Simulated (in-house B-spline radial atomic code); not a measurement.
Multiplet parameters of the 4d2 shell in Pd IX (Pd8+) ([Kr] 4d2). Level of theory: non-relativistic Hartree-Fock, average of configuration, point nucleus; calculated with a radial B-spline atomic code at the basis-set limit.

Slater integrals: F^2 = 93831 cm⁻¹, F^4 = 63046 cm⁻¹. Central-field spin-orbit parameter ζ(4d) = 2551 cm⁻¹ (bare central field on non-relativistic orbitals, without two-electron terms: too large for light atoms, too small for heavy ones).

Problem. What are Racah's B and C?

Solution. B = F^2/49 - 5F^4/441 = 1200 cm⁻¹, C = 35F^4/441 = 5004 cm⁻¹, C/B = 4.17.

Problem. Where do the terms lie in LS coupling, without spin-orbit interaction?

Solution. In cm⁻¹ above the Hund's-rule term:
| term | expression | energy |
| --- | --- | --- |
| 3F | 0B + 0C | 0 |
| 1D | 5B + 2C | 16008 |
| 3P | 15B + 0C | 18002 |
| 1G | 12B + 2C | 24409 |
| 1S | 22B + 7C | 61428 |

Problem. Is LS coupling a fair picture here?

Solution. Fits to spectra need these integrals scaled down, since correlation screens the repulsion. Here ζ is 2.13 times B, so the coupling is intermediate: spin-orbit interaction mixes the terms, and LS labels name only the largest part.
